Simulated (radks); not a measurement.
Problem. The boron ion B3+, [He]. Calculated with a radial shooting solver on a logarithmic mesh with Libxc functionals: non-relativistic Kohn-Sham, PBE, spin-polarised, spherical densities, point nucleus. Every spin shell is full or empty, so the densities are truly spherical. Functionals are evaluated on that one density, not self-consistently. Rank these orbital-free kinetic functionals by their error against the exact value of the orbitals, and give that value: Thomas-Fermi, von Weizsacker, TF + vW, TF + vW/9, TF + vW/5, LC94, APBEK, revAPBEK, Thakkar, Pearson, LKT, PG1, DePristo-Kress.

Solution. Exact: 21.9369 hartree. From best to worst, with 100 (|E| - |E exact|)/|E exact| (equal figures are ties): von Weizsacker 0.00, APBEK +1.40, LC94 +1.52, Thakkar +1.76, TF + vW/9 +1.96, DePristo-Kress +2.00, revAPBEK +2.29, Pearson -3.01, Thomas-Fermi -9.15, TF + vW/5 +10.85, PG1 +54.06, LKT +61.51, TF + vW +90.85.
